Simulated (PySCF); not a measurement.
Bond stretch in ICl, singlet. Each curve is given relative to its own lowest point near equilibrium.

| R / Å | A | B | C | D |
|---|---|---|---|---|
| 1.74 | 159.9 | 225.5 | 164.2 | 161.4 |
| 1.86 | 79.9 | 128.5 | 83.1 | 81.6 |
| 1.97 | 37.6 | 72.1 | 39.8 | 39.0 |
| 2.07 | 15.8 | 39.3 | 17.3 | 16.8 |
| 2.20 | 2.6 | 14.4 | 3.3 | 3.1 |
| 2.25 | 0.7 | 8.7 | 1.0 | 0.9 |
| 2.31 | 0.0 | 4.0 | 0.0 | 0.0 |
| 2.40 | 1.4 | 0.3 | 0.9 | 1.2 |
| 2.42 | 2.1 | 0.0 | 1.5 | 1.7 |
| 2.56 | 12.7 | 1.1 | 7.2 | 8.1 |
| 2.70 | 28.9 | 6.4 | 15.2 | 16.8 |
| 2.85 | 38.9 | 14.6 | 24.4 | 27.3 |
| 3.08 | 46.8 | 29.3 | 37.8 | 43.4 |
| 3.45 | 51.8 | 52.2 | 54.4 | 65.6 |
| 3.80 | 53.1 | 69.8 | 64.1 | 80.9 |
| 4.16 | 53.5 | 83.6 | 69.8 | 91.7 |
| 4.62 | 53.8 | 95.9 | 73.5 | 100.8 |
| 5.06 | 54.0 | 103.8 | 75.3 | 106.5 |
| 5.67 | 54.1 | 110.7 | 76.4 | 111.1 |
| 6.17 | 54.2 | 114.4 | 76.9 | 113.4 |
| 6.86 | 54.2 | 117.9 | 77.2 | 115.6 |
| 8.06 | 54.2 | 122.0 | 77.5 | 118.0 |
| 9.14 | 54.2 | 124.6 | 77.6 | 119.5 |

Energies in kcal/mol.

Question: Match the curves with the methods CCSD on RHF/def2-TZVP, 9 core orbitals frozen, def2 effective core potentials past Kr in PySCF; restricted Hartree-Fock/LANL2DZ, with its core potentials past Ne (PySCF 2.14.0); restricted M06-2X/def2-TZVP, def2 effective core potentials past Kr in PySCF; MP2 on UHF/def2-TZVP, 9 core orbitals frozen, def2 effective core potentials past Kr run with PySCF.

Answer: A is UMP2; B is RHF/LANL2DZ; C is RCCSD; D is RKS-M06-2X.

At the longest distance RKS-M06-2X leaves fractional charges on the fragments, a sign of delocalisation error or of the restricted form. The restricted form behind RKS-M06-2X, RHF/LANL2DZ keeps the bonding electrons paired and can't separate into open-shell fragments. The unrestricted determinant behind UMP2 is spin-contaminated at 2.56 to 9.14 Å (<S²> up to 1.0, against 0.00 for a pure singlet).
